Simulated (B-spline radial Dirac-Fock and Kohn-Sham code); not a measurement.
## 3p3/2 photoionisation of Mn⁵⁺ near threshold

System: Mn⁵⁺ in the configuration 1s2 2s2 2p6 3s2 3p6 3d2. The computed 3p3/2 threshold is 144.3 eV; without correlation, outer thresholds are uncertain by 1 to 2 eV. With an open shell the threshold is an average over the terms of the final ion.

The computed values come from a B-spline atomic structure program: the independent-particle Dirac-Slater model, thresholds from Dirac-Fock. Interchannel coupling and autoionising resonances are not included, so magnitudes near threshold are approximate.

```
kinetic energy (eV)  σ (Mb)     β
                1.5   0.906  0.42
                1.9   0.906  0.44
                2.3   0.905  0.47
                2.9   0.905  0.50
                3.7   0.904  0.53
                4.6   0.902  0.56
                5.7   0.901  0.60
                7.2   0.898  0.65
                9.0   0.895  0.70
               11.2   0.891  0.75
               14.0   0.885  0.81
               17.5   0.877  0.87
               21.9   0.866  0.94
               27.4   0.851  1.02
               34.2   0.830  1.09
               42.8   0.803  1.17
               53.5   0.766  1.25
               66.9   0.719  1.32
               83.7   0.660  1.39
              104.7   0.592  1.46
              130.9   0.515  1.51
              163.6   0.431  1.56
              204.6   0.350  1.59
              255.8   0.275  1.62
              319.9   0.209  1.63
              400.0   0.152  1.63
```

The cross section shows no minimum in this range. It is largest at the lowest energy, 0.906 Mb. β ranges from 0.42 (at 1.5 eV) to 1.63.
